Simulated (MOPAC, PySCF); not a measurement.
C4H8O, SMILES `COC1CC1` (C–O–C–C torsion 82°), neutral singlet in the gas phase. 

Cartesian coordinates (Å):
```xyz
13

C      1.9563     0.1947    -0.0366
O      0.7356     0.8694    -0.3019
C     -0.3183    -0.0223    -0.5244
C     -1.0296    -0.6144     0.6608
C     -1.6790     0.4678    -0.1757
H      2.7113     0.9623     0.1305
H      1.8715    -0.4394     0.8543
H      2.2559    -0.4298    -0.8883
H     -0.1973    -0.6428    -1.4115
H     -1.4079    -1.6269     0.5924
H     -0.6697    -0.3223     1.6394
H     -1.7338     1.4571     0.2597
H     -2.5044     0.2034    -0.8242
```
Charge 0, spin multiplicity 1.

All levels are single points at this geometry (TPSSh-D3(BJ)/def2-TZVP); Pople sets use spherical d functions. Orbital energies aren't observables, and empty levels follow the basis.

| level | HOMO (eV) | LUMO (eV) | gap (eV) | dipole (D) | vertical IE, Delta-SCF (eV) |
|---|---|---|---|---|---|
| PBE-D3(BJ)/def2-TZVP in PySCF | -5.72 | 0.70 | 6.42 | 1.11 | – |
| TPSSh-D3(BJ)/def2-TZVP in PySCF | -6.37 | 1.28 | 7.66 | 1.18 | – |
| B3LYP/6-31G* in PySCF | -6.63 | 2.63 | 9.26 | 1.21 | 9.15 |
| BP86/6-31G* in PySCF | -5.45 | 1.82 | 7.27 | 1.13 | – |
| M06-2X/6-31G* in PySCF | -8.39 | 3.79 | 12.18 | 1.28 | – |
| HF/3-21G in PySCF | -10.54 | 7.17 | 17.70 | 1.69 | – |
| AM1 in MOPAC | -10.45 | 2.67 | 13.12 | 1.38 | – |
| PM6 in MOPAC | -9.87 | 2.03 | 11.90 | 1.74 | – |
| PM7 in MOPAC | -10.01 | 2.08 | 12.10 | 1.57 | – |
